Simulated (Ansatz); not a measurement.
CH3N (SMILES C=N), charge 0, multiplicity 1, relaxed at each level with Ansatz (an electronic-structure program); harmonic frequencies from differences of analytic forces, average atomic masses, frozen cores.

```csv
level,harmonic frequencies (cm⁻¹),ZPE (eV),cost over HF/def2-TZVPP (rough)
HF/def2-TZVPP,1153 1228 1255 1480 1604 1866 3192 3283 3706,1.163,×1
r2SCAN/def2-TZVPP,1075 1093 1175 1371 1490 1705 2995 3099 3424,1.080,×1
wB97X-V/def2-TZVPP,1079 1116 1174 1378 1496 1746 3053 3149 3489,1.096,×2
MP2/cc-pVTZ,1075 1100 1177 1378 1494 1678 3090 3197 3482,1.095,×2
CCSD(T)/cc-pVDZ,1054 1069 1155 1385 1473 1674 3051 3158 3403,1.080,×1
CCSD(T)/cc-pVTZ,1073 1081 1162 1387 1483 1675 3052 3152 3440,1.085,×20
```

Measured: fundamentals as far as tabulated 3263, 3024, 2914, 1638, 1452, 1344, 1058, 1127, 1061 cm⁻¹ [NIST CCCBDB]. Measured modes stand in the spectroscopists' order.

Doubts at one or more of the structures used: a restricted determinant that unrestricted orbitals would lower (MP2/cc-pVTZ, CCSD(T)/cc-pVDZ, CCSD(T)/cc-pVTZ).
